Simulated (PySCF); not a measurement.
# Electron correlation in Cl²⁺ (chlorine, charge +2)

[Ne] 3s1 3p3 4s1, high-spin 6S determinant (an excited configuration). All numbers are calculated (PySCF 2.14, no relativity, point nucleus, in dyall-av3z (19s12p3d2f, 84 functions)). Frozen: [Ne]; 5 electrons correlated; the 23 highest virtual orbitals of each spin left out.

```json
{"level": "CCSD", "correlation energy (mhartree)": "-48.50"}
{"level": "(T)", "correlation energy (mhartree)": "-0.76"}
{"level": "CCSD(T)", "correlation energy (mhartree)": "-49.26"}
```

Diagnostics: T1 = 0.0067, D1 = 0.0211, largest double amplitude 0.042.

The outer electron is Rydberg-like, and this basis confines it to a smaller radius and binds it less than a complete one would.

Cost of the coupled-cluster step: of the order of 4 core-seconds, for 5 correlated electrons.
